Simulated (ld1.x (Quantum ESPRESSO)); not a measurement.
An all-electron radial function and its pseudo partner (N)

Columns: radius, all-electron u(r) and pseudo u(r) of the 2p shell (level -7.04 eV) of nitrogen in the configuration [He] 2s2 2p3; PBEsol, scalar-relativistic, TM scheme, ld1.x (Quantum ESPRESSO) 7.5.

```json
{"r (bohr)": "0.115", "all-electron": "0.0915", "pseudo": "0.0279"}
{"r (bohr)": "0.230", "all-electron": "0.2580", "pseudo": "0.1075"}
{"r (bohr)": "0.345", "all-electron": "0.4207", "pseudo": "0.2278"}
{"r (bohr)": "0.460", "all-electron": "0.5540", "pseudo": "0.3719"}
{"r (bohr)": "0.575", "all-electron": "0.6536", "pseudo": "0.5201"}
{"r (bohr)": "0.690", "all-electron": "0.7213", "pseudo": "0.6533"}
{"r (bohr)": "0.805", "all-electron": "0.7609", "pseudo": "0.7566"}
{"r (bohr)": "0.920", "all-electron": "0.7780", "pseudo": "0.8223"}
{"r (bohr)": "1.035", "all-electron": "0.7778", "pseudo": "0.8495"}
{"r (bohr)": "1.150", "all-electron": "0.7649", "pseudo": "0.8439"}
{"r (bohr)": "1.265", "all-electron": "0.7429", "pseudo": "0.8144"}
{"r (bohr)": "1.380", "all-electron": "0.7148", "pseudo": "0.7706"}
{"r (bohr)": "1.495", "all-electron": "0.6826", "pseudo": "0.7208"}
{"r (bohr)": "1.610", "all-electron": "0.6482", "pseudo": "0.6708"}
{"r (bohr)": "1.725", "all-electron": "0.6126", "pseudo": "0.6239"}
{"r (bohr)": "1.840", "all-electron": "0.5767", "pseudo": "0.5812"}
{"r (bohr)": "1.955", "all-electron": "0.5413", "pseudo": "0.5425"}
{"r (bohr)": "2.070", "all-electron": "0.5067", "pseudo": "0.5069"}
{"r (bohr)": "2.185", "all-electron": "0.4733", "pseudo": "0.4733"}
{"r (bohr)": "2.300", "all-electron": "0.4412", "pseudo": "0.4412"}
{"r (bohr)": "2.415", "all-electron": "0.4107", "pseudo": "0.4107"}
{"r (bohr)": "2.530", "all-electron": "0.3818", "pseudo": "0.3818"}
{"r (bohr)": "2.645", "all-electron": "0.3546", "pseudo": "0.3546"}
{"r (bohr)": "2.760", "all-electron": "0.3289", "pseudo": "0.3289"}
{"r (bohr)": "2.875", "all-electron": "0.3049", "pseudo": "0.3049"}
{"r (bohr)": "2.990", "all-electron": "0.2825", "pseudo": "0.2825"}
```

Problem. How many radial nodes do the two functions have?

Solution. The all-electron 2p function has n − l − 1 = 0; the pseudo-wave has 0.

Problem. At about which radius was the pseudo-wave matched?

Solution. 2.30 bohr. The columns agree to 0.0005 from 2.07 bohr on; several derivatives are matched, so the curves merge somewhat inside the radius.

Problem. Is the pseudo-wave norm-conserving?

Solution. Yes: the TM scheme keeps the norm inside the radius equal to the all-electron one, which fixes the energy derivative of the logarithmic derivative at the level.
